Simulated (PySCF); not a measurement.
**Energy of Se⁺ (selenium, charge +1) between two integer charges**

The 4p alpha orbital of [Ar] 3d10 4s2 4p3 is emptied in steps (occupation f), with all orbitals relaxed, ending at [Ar] 3d10 4s2 4p2. Computed with PySCF 2.14 in aug-cc-pVTZ-DK (7s6p4d2f, 59 functions), with scalar relativity by spin-free X2C-1e. The exact energy is a straight line in f; departures are measured from the line between the end points of the same method.

| f | UHF (eV) | LDA (eV) | PBE (eV) | PBE0 (eV) | r2SCAN (eV) | LC-wPBE (eV) | BHandHLYP (eV) | wB97X (eV) | HSE06 (eV) | B3LYP (eV) |
| --- | --- | --- | --- | --- | --- | --- | --- | --- | --- | --- |
| 1 | 0.000 | 0.000 | 0.000 | 0.000 | 0.000 | 0.000 | 0.000 | 0.000 | 0.000 | 0.000 |
| 0.9 | 0.052 | -0.454 | -0.441 | -0.319 | -0.419 | -0.065 | -0.204 | -0.091 | -0.357 | -0.351 |
| 0.7 | 0.119 | -1.063 | -1.031 | -0.744 | -0.971 | -0.150 | -0.477 | -0.213 | -0.832 | -0.821 |
| 0.5 | 0.140 | -1.269 | -1.228 | -0.884 | -1.146 | -0.175 | -0.568 | -0.255 | -0.991 | -0.978 |
| 0.3 | 0.116 | -1.068 | -1.030 | -0.740 | -0.952 | -0.144 | -0.477 | -0.215 | -0.831 | -0.822 |
| 0.1 | 0.049 | -0.458 | -0.440 | -0.315 | -0.404 | -0.060 | -0.204 | -0.093 | -0.356 | -0.352 |
| 0 | 0.000 | 0.000 | 0.000 | 0.000 | 0.000 | 0.000 | 0.000 | 0.000 | 0.000 | 0.000 |

Q: For BHandHLYP, how does the orbital energy at f = 1 compare with the removal energy?

A: −ε = 18.943 eV against a total-energy difference of 21.212 eV. By Janak's theorem ε = ∂E/∂f, so the gap between them reflects the curvature. Along the path −ε is 19.395 (f = 0.9), 20.303 (f = 0.7), 21.213 (f = 0.5), 22.122 (f = 0.3), 23.029 (f = 0.1) eV.

```
   method  E(f=0) − E(f=1) (eV)  −ε at f=1 (eV)  −ε at f=0.5 (eV)
      UHF                20.842          21.425            20.832
      LDA                21.464          16.433            21.448
      PBE                21.301          16.400            21.304
     PBE0                21.396          17.847            21.410
   r2SCAN                21.576          16.910            21.636
  LC-wPBE                21.448          20.720            21.466
BHandHLYP                21.212          18.943            21.213
    wB97X                21.131          20.116            21.125
    HSE06                21.367          17.404            21.370
    B3LYP                21.289          17.387            21.288
```

Reference removal energy between the ground levels: 21.196 ± 0.01 eV (measured; NIST Atomic Spectra Database, ionization energies). The calculation has no spin-orbit coupling. UHF lacks correlation.
